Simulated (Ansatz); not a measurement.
**Question.** Predict a relaxed structure of PSe₂, charge 0, doublet, at PBE-D4/def2-TZVP (Ansatz).

**Answer.** 
```xyz
3

P    -0.2243   -1.2448   -0.0667
Se   -1.0689    0.8401   -0.0578
Se    1.2932    0.4048    0.1246
```
Point group C2v (tolerance 0.1 Å). This is one stationary point.

The relaxation made no stability test and no search for a lower SCF solution. The structure comes from a short search, and lower isomers may exist.
